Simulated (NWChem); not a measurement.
# CF cation, singlet

```xyz
2

C      0.0000     0.0000    -0.6977
F      0.0000     0.0000     0.4710
```
Atoms are numbered in this order, from 1.

Level: B3LYP/6-31G* (spherical d) (NWChem), optimised geometry, unscaled harmonic frequencies. Low-valent species are run as closed-shell singlets; no triplet was tried in these runs.

**Question.** List the harmonic frequencies with IR intensities, and the thermochemistry.

**Answer.** 
```json
[
 {"frequency (cm⁻¹)": "1784", "IR intensity (km/mol)": "197.2"}
]
```

- zero-point energy = 2.5 kcal/mol
- thermal correction to the enthalpy at 298.15 K (with zero-point energy) = 4.6 kcal/mol
- heat capacity Cv = 5.0 cal/(mol K)
- entropy at 298.15 K and 1 atm (symmetry number 1) = 47.8 cal/(mol K)

Rigid rotor and harmonic oscillator.
